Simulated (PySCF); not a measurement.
Computed shifts of a molecule C2H5ClFNSi, PBE/pcSseg-1 in PySCF, GIAO, gas phase, atoms alike by connectivity averaged where their shifts nearly agree, in ppm (number of nuclei): ¹⁵N: 49.2 (1). ²⁹Si: -12.8 (1). ¹³C: 177.4 (1), 104.0 (1). ¹⁹F: -76.7 (1). ¹H: 7.27 (1), 5.81 (1), 5.46 (1), 1.61 (1), 1.38 (1). References: ¹⁵N against NH3 (σ = 267.0 ppm); ²⁹Si against TMS (σ = 335.4 ppm); ³⁵Cl against HCl (σ = 936.5 ppm); ¹³C against TMS (σ = 182.0 ppm); ¹⁹F against CFCl3 (σ = 133.6 ppm); ¹H against TMS (σ = 31.49 ppm), references at their B3LYP-D3(BJ)/def2-TZVP geometries, non-relativistic (without spin–orbit terms, shifts of atoms bonded to Cl or Br come out too high). Coordinates come from a TPSSh-D3(BJ)/def2-SVP optimisation. The values are those of a single conformer.

**Question.** Pick the molecule that these values belong to.
A. C/C=N/[Si@@H](F)Cl
B. N[Si@H](Cl)/C=C/F
C. FC/N=C/[SiH2]Cl
D. C/N=C/[Si@H](F)Cl

**Answer.** B, N[Si@H](Cl)/C=C/F
